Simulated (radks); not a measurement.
Values are calculated unless marked as measured or tabulated.
Q: The mean radii <r> (bohr) of the occupied orbitals of an atom or ion are listed with their occupations. Level of theory: Dirac Kohn-Sham, BLYP, spin-unpolarised, spherical densities, finite nucleus; Fermi nuclear charge, rms radius of each element as measured or else 0.836 A^(1/3) + 0.57 fm (a radial shooting solver on a logarithmic mesh with Libxc functionals).

orbital  occ.     <r>
1s1/2       2  0.1579
2s1/2       2  0.8976
2p1/2       2  0.9808
2p3/2       4  0.9840

Name the element and its charge. Open shells, if any, fill j = l - 1/2 first.

A: Z = 10, neon, charge 0: Ne in [Ne]. The 1s radius gives Z: for a bare nucleus <r> = (2 gamma + 1)/(2Z) with gamma = sqrt(1 - (Z/c)^2), 0.1497 bohr for Z = 10, and screening makes it slightly larger (0.1579 here). The occupations add up to 10, and the charge is Z minus that.
